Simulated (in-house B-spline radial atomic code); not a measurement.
Ionisation energies along the 36-electron series, configuration [Ar] 3d10 4s2 4p6, as differences of self-consistent energies. Dirac energy differences include first-order Breit, QED and recoil terms. NIST's values go from ground level to ground level; the uncertainty of those that are theory runs from under 0.1 % in few-electron ions to several per cent in heavy many-electron ones. Computed with a radial B-spline atomic code at the basis-set limit: Dirac-Hartree-Fock, average of the configuration, finite nuclei.

```json
{"ion": "Ce22+", "configuration after": "[Ar] 3d10 4s2 4p5", "ionisation energy (eV)": "756.6", "IE/(q+1)² (eV)": "1.4302", "Breit and QED recoil part (eV)": "-0.56777", "tabulated value (eV)": "749", "tabulated kind": "tabulated theory", "computed minus tabulated (eV)": "7.6"}
{"ion": "Pr23+", "configuration after": "[Ar] 3d10 4s2 4p5", "ionisation energy (eV)": "811.6", "IE/(q+1)² (eV)": "1.409", "Breit and QED recoil part (eV)": "-0.6234", "tabulated value (eV)": "803", "tabulated kind": "tabulated theory", "computed minus tabulated (eV)": "8.6"}
{"ion": "Nd24+", "configuration after": "[Ar] 3d10 4s2 4p5", "ionisation energy (eV)": "868.4", "IE/(q+1)² (eV)": "1.3894", "Breit and QED recoil part (eV)": "-0.68246", "tabulated value (eV)": "859", "tabulated kind": "tabulated theory", "computed minus tabulated (eV)": "9.4"}
{"ion": "Pm25+", "configuration after": "[Ar] 3d10 4s2 4p5", "ionisation energy (eV)": "927.0", "IE/(q+1)² (eV)": "1.3713", "Breit and QED recoil part (eV)": "-0.74505", "tabulated value (eV)": "916", "tabulated kind": "tabulated theory", "computed minus tabulated (eV)": "11.0"}
{"ion": "Sm26+", "configuration after": "[Ar] 3d10 4s2 4p5", "ionisation energy (eV)": "987.5", "IE/(q+1)² (eV)": "1.3546", "Breit and QED recoil part (eV)": "-0.81126", "tabulated value (eV)": "976", "tabulated kind": "tabulated theory", "computed minus tabulated (eV)": "11.5"}
{"ion": "Eu27+", "configuration after": "[Ar] 3d10 4s2 4p5", "ionisation energy (eV)": "1049.9", "IE/(q+1)² (eV)": "1.3391", "Breit and QED recoil part (eV)": "-0.88131", "tabulated value (eV)": "1037", "tabulated kind": "tabulated theory", "computed minus tabulated (eV)": "12.9"}
```

Where a p, d or f electron is removed, the computed value is a mean over both j, so it misses the tabulated one by a part of the spin-orbit splitting; averaging over terms and missing correlation add to the gap, relatively most at low charge.
